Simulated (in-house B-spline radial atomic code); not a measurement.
RPA and G0W0 on BLYP: the niobium ion Nb⁵⁺

Configuration [Ar] 3d10 4s2 4p6, mean-field start BLYP. Computed with an all-electron radial atomic-structure program (B-spline basis): all electrons, scalar-relativistic (spin-free one-electron X2C), finite nucleus, each spin shell either full or empty, empty states to l = 9 with an (l + 1/2)⁻⁴ tail; G0W0 by contour deformation at full frequency.

Command:
```bash
python run_gw.py task.json out
```
Settings (radii: box in bohr, nucleus in fm):
```
Z                        41
electrons                36
configuration            [Ar] 3d10 4s2 4p6
hamiltonian              x2c
method                   b88,lyp
lmax                     9
rms_radius               4.324
spin_polarised           False
box_radius               10.43
intervals                67
```

Run time, properties included: 3.7 s on 1 thread of Arm Neoverse N1 (shared host).

Energies (hartree):

| term | value |
| --- | --- |
| mean-field total | -3814.56428 |
| Hartree-Fock functional on these orbitals | -3812.49217 |
| direct second order | -3.1127 |
| second-order exchange | 0.89144 |
| SOSEX correction | 0.83112 |

Task: What is the RPA correlation energy, and what remains with SOSEX?

Result: RPA gives -2.7597 hartree (-2.09 eV per electron); RPA + SOSEX gives -1.9286, and the second-order doubles -2.2212 hartree (no singles). RPA lacks exchange-type terms and so overcorrelates at short range.

Quasi-particle levels (eV):

| level | occupied | mean field | Σx - vxc | Σc | QP weight | G0W0 |
| --- | --- | --- | --- | --- | --- | --- |
| 4p | yes | -93.76 | -8.56 | ? | ? | ? |
| 3d | yes | -260.23 | -27.93 | 7.77 | 0.897 | -280.39 |
| 4d | no | -57.25 | 8.63 | -2.31 | 0.966 | -50.93 |

G0W0 = mean field + (Σx - vxc) + Σc, with Σc (partial-wave tail included) taken at the quasi-particle energy. Only the outer levels were computed. Levels of low weight are left out.

Task: Where does G0W0 put 4p?

Result: At -102.90 eV, with Σc = -0.58 eV and a quasi-particle weight of 0.952. The tabulated removal energy is 102.069 ± 0.006 eV (NIST, semi-empirical); the calculation leaves out spin-orbit coupling, Breit and QED terms, and what these don't explain is the method's own error.
